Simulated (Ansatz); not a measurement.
This geometry of ClH3Sn + H4OSi (11 atoms, charge 0, multiplicity 1) is a first-order saddle point.

Theory: RKS BLYP-D4/def2-SVP in Ansatz.

```xyz
11
Properties=species:S:1:pos:R:3
Sn 0.099 0.127 -0.172
H -0.959 0.744 1.553
Cl 2.257 -0.020 -1.293
H -0.819 1.127 -1.236
H -0.246 -1.537 0.133
O 1.143 1.234 1.418
Si 2.749 1.580 1.909
H 3.528 0.314 2.083
H 3.405 2.466 0.900
H 2.633 2.290 3.224
H 0.043 1.126 1.817
```

Which two structures does it join? (They come from a converged band through this point; their orientation in space is the band's.)

Bonds broken: Sn1–H2, O6–H11. Bonds formed: Sn1–O6, H2–H11. ClH3Sn + H4OSi becomes ClH5OSiSn + H2.

First end point:

```xyz
11
Properties=species:S:1:pos:R:3
Sn -0.222 -0.176 -0.264
H -0.950 -0.556 1.257
Cl 2.070 -0.924 -0.230
H -0.246 1.484 -0.725
H -0.925 -1.169 -1.508
O 1.076 1.463 1.924
Si 2.709 1.926 1.802
H 3.649 0.833 2.212
H 2.909 2.314 0.376
H 2.964 3.116 2.687
H 0.800 1.140 2.802
```

Last end point:

```xyz
11
Properties=species:S:1:pos:R:3
Sn 0.584 0.036 -0.432
H -1.526 1.017 2.832
Cl 2.510 -0.140 -1.836
H -0.579 1.050 -1.203
H 0.115 -1.548 0.066
O 1.229 1.007 1.203
Si 2.739 1.594 1.663
H 3.764 0.497 1.737
H 3.239 2.647 0.716
H 2.569 2.199 3.024
H -0.810 1.091 2.563
```

How far does it lie above each of them?

26.2 kcal/mol above the first and 27.3 kcal/mol above the second. This is the barrier of this one path; another mechanism may lie lower. The orbitals stay closed-shell, which can raise the energy where a bond breaks towards radicals; this wasn't checked here.

Run time: 2 min on 4 threads of Arm Neoverse V2, with other jobs on the host, peak memory 0.16 GiB.
